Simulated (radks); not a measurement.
Question: I III, 51 electrons, occupied as [Kr] 4d10 5s2 5p3 (the NIST ground configuration). Calculated with a radial shooting solver on a logarithmic mesh with Libxc functionals: scalar-relativistic Kohn-Sham, r2SCAN, spin-polarised, spherical densities, finite nucleus; open shells are filled with parallel spins first (spin-orbit coupling, left out, can overturn this in heavy ions); meta-GGA in the generalised Kohn-Sham scheme; Fermi nuclear charge, rms radius 4.75 fm. Some entries of the table are withheld. Estimate them.

| orbital | occ. | eigenvalue (Ry) | <r> (bohr) | <r^2> (bohr^2) |
|---|---|---|---|---|
| 1s up | 1 | -2430.026 | 0.02723 | 0.001005 |
| 1s down | 1 | -2430.012 | 0.02723 | 0.001005 |
| 2s up | 1 | -377.9637 | 0.1171 | 0.01619 |
| 2s down | 1 | -377.9621 | 0.1171 | 0.01619 |
| 2p up | 3 | -339.1660 | 0.1025 | 0.01283 |
| 2p down | 3 | -339.1575 | 0.1025 | 0.01283 |
| 3s up | 1 | -77.97552 | 0.3134 | 0.1123 |
| 3s down | 1 | -77.96878 | 0.3134 | 0.1123 |
| 3p up | 3 | -65.31998 | 0.3117 | 0.1127 |
| 3p down | 3 | -65.31066 | 0.3117 | 0.1127 |
| 3d up | 5 | -46.39535 | 0.2886 | 0.09856 |
| 3d down | 5 | -46.38555 | 0.2886 | 0.09854 |
| 4s up | 1 | -15.09772 | 0.7406 | 0.6193 |
| 4s down | 1 | -15.07527 | 0.7412 | 0.6201 |
| 4p up | 3 | -11.10944 | 0.7923 | 0.7151 |
| 4p down | 3 | -11.08953 | 0.7922 | 0.7143 |
| 4d up | 5 | (1) | 0.9214 | 0.9947 |
| 4d down | 5 | (2) | 0.9149 | 0.9770 |
| 5s up | 1 | -2.78485 | 1.892 | 4.014 |
| 5s down | 1 | -2.52586 | 1.871 | 3.938 |
| 5p up | 3 | -1.91115 | 2.190 | 5.397 |
| 5p down | 0 | -1.63023 | 2.162 | 5.263 |

Answer: 
(1) 4d up eigenvalue (Ry): -5.27603
(2) 4d down eigenvalue (Ry): -5.24466
